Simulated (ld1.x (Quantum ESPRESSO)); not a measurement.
**Transferability test, RRKJ potential for Mo**

ld1.x (Quantum ESPRESSO) 7.5 input, shortened:

```
&input
   title='Mo', zed=42., rel=1, dft='REVPBE', iswitch=3,
   config='[Kr] 4d5 5s0.75 5p0'
 /
 &inputp
   pseudotype=2, tm=.false., lloc=2,
   nlcc=.false.
 /
3
4S  1  0   2.00   0.00  1.60  1.60  0.0
4P  2  1   6.00   0.00  1.80  1.80  0.0
4D  3  2   5.00   0.00  2.00  2.00  0.0
 &test
   configts(1)='4s2 4p6 4d5 5s0.75 5p0'
 /
```

Occupied shells without a wave of their own: 5s. They enter only through the test configuration that unscreens the potential.

Energies are relative to the spin-unpolarised reference configuration 4s2 4p6 4d5 5s0.75 5p0; without spin polarisation the order of configurations can differ from experiment.

| valence configuration | charge | ΔE all-electron (eV) | error AE − PS (meV) |
| --- | --- | --- | --- |
| 4s2 4p6 4d5 5s1 5p0 | 0 | -1.167 | +8.1 |
| 4s2 4p6 4d5 5s0 5p0 | +1 | 5.606 | -34 |
| 4s2 4p6 4d4 5s0 5p0 | +2 | 20.982 | -56 |
| 4s2 4p6 4d2 5s0 5p0 | +4 | 87.089 | -100 |
| 4s2 4p6 4d4 5s1 5p1 | 0 | 2.584 | +22 |
| 4s2 4p6 4d4 5s1 5p0 | +1 | 6.840 | +15 |

What are ΔE and the potential's error for 4s2 4p6 4d3 5s0 5p0?

ΔE = 47.650 eV all-electron; the error (AE − PS) is -84 meV.

Levels in the configuration 4s2 4p6 4d4 5s1 5p1:

```
level  all-electron (eV)  pseudo (eV)
   4s            -68.462      -68.414
   4p            -42.462      -42.426
   4d             -6.888       -6.871
   5s             -5.663       -5.698
   5p             -2.044       -2.046
```
